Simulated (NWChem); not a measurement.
System: HSeSCl; SMILES S[Se]Cl

NWChem input:

```
start job
memory heap 200 mb stack 900 mb global 1100 mb
geometry units angstroms
  Se     0.676757    -0.015696     0.014284
  Cl    -0.636542     1.798047     0.021355
  S     -0.694575    -1.715575     0.058653
  H     -0.912927    -1.845850    -1.288781
end
basis spherical
  Se library def2-svp
  Cl library def2-svp
  S library def2-svp
  H library def2-svp
end
dft
  xc xcamb88 1.00 lyp 0.81 vwn_5 0.19 hfexch 1.00
  cam 0.33 cam_alpha 0.19 cam_beta 0.46
  iterations 150
end
driver
  maxiter 120
end
task dft optimize
task dft freq
```

This build's default masses of Se (78.918 u) and Br (79.917 u) are each other's, which moves their modes by up to 0.6 %.

The level has its own optimisation; frequencies are unscaled.

Question: What results follow from this input? (CAM-B3LYP/def2-SVP.) Quantities: r Cl–Se (Å); r S–Se (Å); r H–S (Å); highest harmonic frequency (cm⁻¹); lowest (cm⁻¹); zero-point energy (kcal/mol).

Answer: 
```yaml
r Cl–Se (Å): 2.205
r S–Se (Å): 2.174
r H–S (Å): 1.353
highest harmonic frequency (cm⁻¹): 2692
lowest (cm⁻¹): 164
zero-point energy (kcal/mol): 7.0
```
